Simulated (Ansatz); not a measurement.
Consider the ligand exchange at the Si–C bond: `[SiH3]BOC[SiH3]` + `CCBO` → `CCBO[SiH3]` + `COB[SiH3]`.

Computed with Ansatz on PBE0-D4/def2-TZVP structures; ΔE is electronic, products minus reactants. CCSD(T)/CBS adds triple-zeta CCSD(T) − MP2 to the extrapolated MP2 energy (def2 sets, frozen cores). DFT in def2-TZVPP. B3LYP here is the variant with VWN-RPA as its local correlation; programs differ in this. Each species was taken in one conformer, which may not be the lowest.

`[SiH3]BOC[SiH3]`:

Z-matrix (Å, degrees):
```
Si
B 1 2.024
H 1 1.488 2 113.3
H 1 1.491 2 110.0 3 -121.5
H 1 1.492 2 109.7 3 121.2
O 2 1.339 1 119.3 3 -3.2
H 2 1.209 1 121.4 3 177.0
C 6 1.426 2 123.9 1 -179.7
Si 8 1.900 6 118.8 2 -2.3
H 8 1.095 6 107.4 2 121.2
H 8 1.095 6 107.2 2 -125.3
H 9 1.484 8 112.4 6 -61.2
H 9 1.489 8 103.5 6 -178.6
H 9 1.484 8 112.8 6 64.0
```

`CCBO`:

Z-matrix (Å, degrees):
```
C
C 1 1.528
H 1 1.093 2 111.4
H 1 1.092 2 111.9 3 120.3
H 1 1.093 2 111.0 3 -119.3
B 2 1.569 1 114.3 3 64.5
H 2 1.098 1 110.4 3 -62.4
H 2 1.101 1 108.7 3 -177.6
O 6 1.355 2 123.5 1 -141.1
H 6 1.202 2 121.4 1 40.3
H 9 0.962 6 113.1 2 1.8
```

`CCBO[SiH3]`:

Z-matrix (Å, degrees):
```
C
C 1 1.525
H 1 1.093 2 111.3
H 1 1.092 2 112.0 3 -120.2
H 1 1.093 2 111.2 3 119.3
B 2 1.563 1 115.4 3 -64.9
H 2 1.102 1 109.3 3 177.0
H 2 1.096 1 111.5 3 61.8
O 6 1.356 2 120.1 1 154.8
H 6 1.209 2 121.6 1 -27.1
Si 9 1.652 6 132.1 2 177.6
H 11 1.483 9 108.3 6 -119.5
H 11 1.483 9 108.2 6 121.6
H 11 1.486 9 110.5 6 1.1
```

`COB[SiH3]`:

```xyz
11

C     0.448   -1.416    1.528
O     0.335   -0.795    0.260
B    -0.207    0.421    0.098
Si   -0.318    1.209   -1.764
H     1.501   -1.623    1.724
H    -0.098   -2.361    1.504
H     0.044   -0.776    2.316
H    -0.615    1.010    1.070
H    -1.743    1.482   -2.114
H     0.394    2.519   -1.806
H     0.260    0.329   -2.816
```

| level | ΔE (kcal/mol) |
| --- | --- |
| B3LYP-D4 | -26.0 |
| ωB97X-V | -25.5 |
| ωB97M-V | -25.0 |
| PBE | -22.0 |
| r2SCAN | -25.0 |
| SCS-MP2/def2-TZVPP | -27.8 |
| CCSD/def2-TZVPP | -26.7 |
| HF/CBS(def2) | -33.4 |

Task: What does CCSD(T)/CBS give? (An estimate is asked.)

Result: The calculation gave: -25.8 kcal/mol. The listed levels differ from it by -0.2, 0.3, 0.8, 3.8, 0.8, -2.0, -0.9, -7.6 kcal/mol.

Largest T1 diagnostic among the species: 0.015.

In def2-TZVPP, CCSD(T) changes the Hartree–Fock value by +7.3 kcal/mol (the triples alone add +1.0 kcal/mol) and MP2 by +6.4 kcal/mol. From PBE to PBE0 (25 % exact exchange), in def2-TZVPP and without D4, ΔE moves by −1.8 kcal/mol. The D4 term adds +1.0 kcal/mol with B3LYP and +0.5 kcal/mol with PBE0; it sums over pairs of atoms, weighted by their polarisabilities, and B3LYP, whose exchange is more repulsive, gets the larger term.
